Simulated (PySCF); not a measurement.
A side-by-side comparison of computed properties.

First species: C₅H₇BCl₂.
SMILES: `C=C1CC(B(Cl)Cl)C1`

Second species: C8H8.
Bonds: C1–C2 (double), C2–C3, C3–C4, C4–C5, C5–C6 (double), C6–C7, C7–C8, C1–C7, C3–C8, C4–C8. Hydrogens: H9 on C1; H10 on C2; H11 on C3; H12 on C4; H13 on C5; H14 on C6; H15 on C7; H16 on C8.

Levels: wB97X-D/def2-SVPD for HOMO energy, LUMO energy, HOMO–LUMO gap and static isotropic polarisability; TDDFT wB97X-D/def2-SVPD for lowest singlet excitation. Geometries: PBE0-D3(BJ)/def2-SVP. All species are isolated and taken at one optimised geometry, non-relativistic unless stated; the electronic structure was computed with PySCF and density fitting.

The conformers computed, where there is a choice (atom-mapped SMILES and torsion angles):
- `[CH2:1]=[C:2]1[CH2:3][CH:4]([B:5]([Cl:6])[Cl:7])[CH2:8]1`: C3–C4–B5–Cl6 151°

The conformers of `C1=CC2C3C=CC1C23` aren't listed.

Values for the first species:

| Property | Result |
| --- | --- |
| HOMO energy | -9.10 eV |
| LUMO energy | 0.43 eV |
| HOMO–LUMO gap | 9.53 eV |
| Lowest singlet excitation | 5.86 eV |
| Static isotropic polarisability | 97.8 au |

Task: Estimate the same properties for the second species, and the change in each.

Result: 
```tsv
property	first	second	second less first
HOMO energy	-9.10 eV	-8.37 eV	+0.73 eV
LUMO energy	0.43 eV	1.80 eV	+1.37 eV
HOMO–LUMO gap	9.53 eV	10.17 eV	+0.64 eV
lowest singlet excitation	5.86 eV	5.80 eV	-0.06 eV
static isotropic polarisability	97.8 au	81.0 au	-16.8 au
```

On the first: S1 lies 3.67 eV below the HOMO–LUMO gap; its leading configuration is HOMO→LUMO, weight 0.66. The polarisability is 14.49 Å³ as a volume (1 au = 0.148185 Å³), or 1.29 au for each of the 76 electrons.

On the second: No computed singlet falls in the visible range (750 to 380 nm, 1.65 to 3.26 eV); S1 lies 2.54 eV above its blue end. The polarisability is 12.01 Å³ as a volume (1 au = 0.148185 Å³), or 1.45 au for each of the 56 electrons.
